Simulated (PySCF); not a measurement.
Isomers of C4H6BN, one conformer each; single-point electronic energies without zero-point terms and without any empirical dispersion term.

All values: PBE0/pcSseg-1 (PySCF, non-relativistic), each on one gas-phase PBE0-D3(BJ)/def2-SVP geometry that isn't relaxed in the solvent. The solvent is an IEF-PCM continuum (van der Waals radii × 1.2). Only the electrostatic response of the medium enters.

| isomer | relative energy, gas (kcal/mol) | dipole (D) |
| --- | --- | --- |
| `B1C=CC=CN1` | 0.0 | 2.22 |
| `[BH3-][N+]#CCC#C` | 100.7 | 7.05 |

Problem. How do the relative energies look in dimethylsulfoxide (ε = 46.83)?

Solution. 
```tsv
isomer	relative energy, solvent (kcal/mol)	E(solvent) − E(gas) (kcal/mol)	dipole in solvent (D)
`B1C=CC=CN1`	0.0	-4.7	3.07
`[BH3-][N+]#CCC#C`	93.7	-11.7	8.80
```

The order is unchanged. `[BH3-][N+]#CCC#C` gains most from the continuum, and it has the largest gas-phase dipole. The gains span 7.0 kcal/mol, the gas-phase energies 100.7 kcal/mol.
